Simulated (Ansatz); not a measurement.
Total energies of BF3H2Si (`B[Si](F)(F)F`).

```csv
atom,x (Å),y (Å),z (Å)
B1,-0.1003,-0.7276,0.9794
Si2,0.0695,0.4800,-0.6102
F3,-1.0519,0.1294,-1.6711
F4,-0.0809,2.0186,-0.2787
F5,1.4732,0.3131,-1.3206
H6,0.1598,-1.8855,0.8615
H7,-0.4693,-0.3280,2.0397
```

Total charge 0; spin multiplicity 1. The structure was optimised at the PBE0-D4/def2-TZVP level. Basis def2-TZVPP, the Gaussian-basis code of Ansatz.

RPA on PBE orbitals: Hartree–Fock energy of these orbitals -613.37965 Eh, correlation -1.47813 Eh (frozen core).

| functional | energy without D4 (Eh) | D4 term (kJ/mol) |
| --- | --- | --- |
| BLYP | -615.36055 | -27.2 |
| LC-ωPBE | -615.12258 | – |

Give the same for LDA (SPW92), PBE, revPBE, r2SCAN, B97M-V, PBE0, B3LYP, r2SCANh, r2SCAN0, HSE06 (plane-wave form), BHLYP, CAM-B3LYP, ωB97X-V, ωB97M-V, B2PLYP, PBE-QIDH. (Best estimate.)

Ansatz gave: 
```csv
functional,energy without D4 (Eh),D4 term (kJ/mol)
LDA (SPW92),-612.03873,–
PBE,-614.91300,-12.2
revPBE,-615.21357,-37.5
r2SCAN,-615.23288,-2.8
B97M-V,-615.22769,–
PBE0,-614.95062,-10.2
B3LYP,-615.42602,-19.8
r2SCANh,-615.21521,-3.0
r2SCAN0,-615.18993,-3.3
HSE06 (plane-wave form),-614.93021,-9.5
BHLYP,-615.28902,-15.1
CAM-B3LYP,-615.32846,-10.3
ωB97X-V,-615.24684,–
ωB97M-V,-615.29691,–
B2PLYP,-615.10275,–
PBE-QIDH,-614.83453,–
```

B3LYP takes the VWN-RPA correlation (the form of Gaussian; ORCA's B3LYP/G). HSE06 is the plane-wave form, built on full-range PBE exchange. The double hybrids freeze the cores in their second-order part.

LC-ωPBE has ω = 0.4 bohr⁻¹.
